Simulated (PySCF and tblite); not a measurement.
Values are calculated unless marked as measured or tabulated.
5 constitutional isomers of C5H7BrSi:

```
isomer                                             SMILES
     A   [Br:1][C:2]1=[CH:3][SiH2:4][CH2:5][CH:6]=[CH:7]1
     B  [CH3:1][C:2]1=[C:3]([Br:4])[CH:5]=[CH:6][SiH2:7]1
     C  [CH3:1][C:2]#[C:3][Si@H:4]1[CH2:5][C@@H:6]1[Br:7]
     D   [Br:1][C:2]1=[CH:3][CH2:4][CH:5]=[CH:6][SiH2:7]1
     E  [CH3:1][C:2]1=[CH:3][SiH2:4][C:5]([Br:6])=[CH:7]1
```

Protocol: conformer search, at most 3 conformers an isomer, GFN2-xTB geometries, energies PBE0/def2-SVP (IEF-PCM, chloroform) (D3(BJ) added where defined), GIAO shieldings KT3/pcSseg-1 (IEF-PCM, chloroform), weights at 298.15 K with GFN2-xTB thermal terms. Programs: PySCF with density fitting and tblite.

(1) What shifts does each isomer give (ppm; of two unlike H on one atom, a is the less shielded)?

Spin–orbit effects of the heavy atoms on shieldings are missing. At a carbon that bears Br the missing effect is some 10 ppm, beside I tens of ppm. Unscaled ²⁹Si shifts at such levels can be off by tens of ppm; differences between conformers or isomers are more reliable. Shifts are unscaled: against experiment ¹³C can be off by 15 ppm or more and ¹H by 0.8 ppm. At least one structure keeps an imaginary mode at the tight-binding level.

## Answers

(1) 
A: ¹H (against TMS): 6.36 (H6, 1H), 6.09 (H3, 1H), 5.83 (H7, 1H), 1.96 (H5, 2H). ¹³C (against TMS): 144.5 (C2), 132.3 (C6), 126.0 (C7), 113.9 (C3), 10.0 (C5). ²⁹Si (against TMS): -57.2 (Si4).

B: ¹H (against TMS): 6.91 (H5, 1H), 5.94 (H6, 1H), 2.39 (H1, 3H). ¹³C (against TMS): 148.6 (C5), 138.7 (C3), 135.4 (C2), 117.8 (C6), 22.3 (C1). ²⁹Si (against TMS): -52.2 (Si7).

C: ¹H (against TMS): 3.69 (H6, 1H), 2.28 (H1, 3H), 1.86 (H5a, 1H), 1.08 (H5b, 1H). ¹³C (against TMS): 106.3 (C2), 68.2 (C3), 36.9 (C6), 17.2 (C5), 7.5 (C1). ²⁹Si (against TMS): -134.7 (Si4).

D: ¹H (against TMS): 7.09 (H3, 1H), 6.98 (H5, 1H), 5.89 (H6, 1H), 3.63 (H4, 2H). ¹³C (against TMS): 144.4 (C3), 144.1 (C5), 126.8 (C2), 113.2 (C6), 42.6 (C4). ²⁹Si (against TMS): -70.9 (Si7).

E: ¹H (against TMS): 6.96 (H7, 1H), 5.40 (H3, 1H), 2.24 (H1, 3H). ¹³C (against TMS): 156.6 (C2), 146.5 (C7), 137.7 (C5), 111.7 (C3), 25.9 (C1). ²⁹Si (against TMS): -45.8 (Si4). H not on carbon is left out.
